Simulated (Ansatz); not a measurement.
Reaction (ligand exchange at the Si–O bond): `[SiH3]O[SiH2]S` + `C[SeH]` → `C[Se][SiH2]S` + `O[SiH3]`

Program: Ansatz. Geometries: PBE0-D4/def2-TZVP. ΔE: electronic, gas phase. CBS: MP2 limit from def2 TZ/QZ plus the TZ coupled-cluster correction, frozen cores. Functionals use def2-TZVPP. B3LYP here is the variant with VWN-RPA as its local correlation; programs differ in this. For Se outer-core shells are correlated without core-valence functions, which leaves a few kJ/mol of doubt a bond. Scalar relativity is left out up to krypton. One conformer a species, not always the lowest.

```
             level  ΔE (kcal/mol)  difference from CCSD(T)/CBS
            PBE-D4            7.8                         -3.3
          B3LYP-D4           12.3                          1.2
           ωB97X-V           12.1                          1.0
           ωB97M-V           11.9                          0.8
            B2PLYP           12.7                          1.6
               PBE            8.2                         -2.9
            r2SCAN           10.9                         -0.2
             B3LYP           13.0                          1.9
     HF/def2-TZVPP           17.2                          6.1
    MP2/def2-TZVPP           11.0                         -0.1
SCS-MP2/def2-TZVPP           12.8                          1.7
   CCSD/def2-TZVPP           13.3                          2.2
    MP2/def2-QZVPP           10.6                         -0.5
SCS-MP2/def2-QZVPP           12.4                          1.3
      HF/CBS(def2)           17.9                          6.8
     MP2/CBS(def2)            9.8                         -1.3
       CCSD(T)/CBS           11.1                            0
```

Largest T1 diagnostic among the species: 0.011.

In def2-TZVPP, CCSD(T) changes the Hartree–Fock value by −4.8 kcal/mol (the triples alone add −1.0 kcal/mol) and MP2 by −6.1 kcal/mol. From PBE to PBE0 (25 % exact exchange), in def2-TZVPP and without D4, ΔE moves by +1.2 kcal/mol.
